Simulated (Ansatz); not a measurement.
```yaml
crystal:
  periodic: [false, false, false]
  atoms:
    - {symbol: Cd, position_ang: [-1.169075, -1.202410, -0.307222]}
    - {symbol: Cd, position_ang: [2.139999, 0.710569, -0.606966]}
    - {symbol: Cd, position_ang: [-0.422505, 2.344056, 0.170074]}
    - {symbol: Cd, position_ang: [-3.204058, -0.214183, 1.289112]}
    - {symbol: Cd, position_ang: [2.364592, -1.561071, -2.072601]}
    - {symbol: Cd, position_ang: [0.054004, 0.575959, 2.855592]}
    - {symbol: O, position_ang: [0.499150, -2.469118, -0.948657]}
    - {symbol: O, position_ang: [1.320402, -2.184778, 0.190814]}
    - {symbol: O, position_ang: [-2.326700, 1.583585, -0.034447]}
    - {symbol: O, position_ang: [-1.759992, 0.733191, -1.072211]}
    - {symbol: O, position_ang: [1.534041, 2.563609, -0.059574]}
    - {symbol: O, position_ang: [0.970142, -0.879390, 0.596097]}
basis:
  gaussian: {orbitals: def2-TZVP}
magnetization: {spin_polarized: true, initial_magnetization: 2}
hamiltonian: {xc: pbe0, dispersion: d4}
scf: {omitted_lower_state_checks: [starts]}
output: {orbitals: {seedname: orbitals}}
```

```sh
$ ansatz run in.yaml --threads 4 --pin off --events-out ev --progress --plain --max-ram 6963MiB
```

(1) Does this run fit into the memory that it is given?

Results:

(1) No. It has 426 basis functions, and Ansatz plans for 8 GiB where 7 GiB are given.
